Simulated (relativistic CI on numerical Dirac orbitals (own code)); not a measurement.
**Hyperfine structure of Gd XLVII, mass number 155**

Computed by Dirac-Coulomb-Breit CI, KLI orbitals optimised for each configuration, model QED (radiative potential, 1s self-energy scaled to tabulated hydrogen-like ionisation energies), unscaled Slater integrals (own radial code, finite nucleus).

Configuration list (outside the closed core [Ne]): 3s²3p⁶, 3s²3p⁵3d, 3s3p⁶3d, 3s²3p⁵4s, 3s²3p⁵4p, 3s²3p⁵4d, 3p⁶3d4p, 3s3p⁶4s, 3p⁶3d², 3p⁵3d³, 3p⁵3d²4s, 3p⁵3d²4p, 3p⁵3d²4d, 3p⁶3d4s, 3p⁵3d4s², 3p⁵3d4s4p, 3p⁵3d4s4d. Double excitations out of closed p, d and f shells are left out; levels of such configurations are missing from the list, as are those of other unlisted configurations, and high levels can miss mixing partners.

Nuclear spin I = 3/2, μ = -0.2591 μN, Q = 1.27 b (tables of Stone and Pyykkö). The electronic factors are computed for point nuclear moments, without core polarisation or the Bohr-Weisskopf and QED corrections.

```csv
Level,E (eV),A (GHz),B (GHz)
3s²3p⁵3d ³P°1,204.475,-13.76,83.1
3s²3p⁵3d ³F°3,209.430,-16.27,-257
3s²3p⁵3d ³D°2,212.690,-16.23,-20.6
3s²3p⁵3d ³F°4,242.577,-10.83,-241
3s²3p⁵3d ³D°3,256.773,-9.494,112
3s²3p⁵3d ³F°2,378.355,-48.53,74.7
3s²3p⁵3d ¹P°1,412.934,25.79,20.9
3s3p⁶3d ³D1,554.757,113.5,27.2
```

Levels with J = 0, under 50 % of one LS term, or S terms without an open s electron are left out. Small factors come from cancelling terms and can be off by tens of per cent or more.

At this charge energies of transitions that change n are usually good to better than 1 %, and those within a shell (Δn = 0) to a few per cent.

Task: Give the hyperfine levels of 3s²3p⁵3d ³F°3 relative to its centre of gravity.

Result: With K = F(F + 1) − I(I + 1) − J(J + 1), E = AK/2 + B[¾K(K + 1) − I(I + 1)J(J + 1)]/[2I(2I − 1)J(2J − 1)]: F = 3/2: -56.85, F = 5/2: 95.54, F = 7/2: 128.7, F = 9/2: -137.6 GHz.

LS names give the leading component of a level, which can be under half, so a name can repeat, a term be missing and a line seem to break the LS rules.
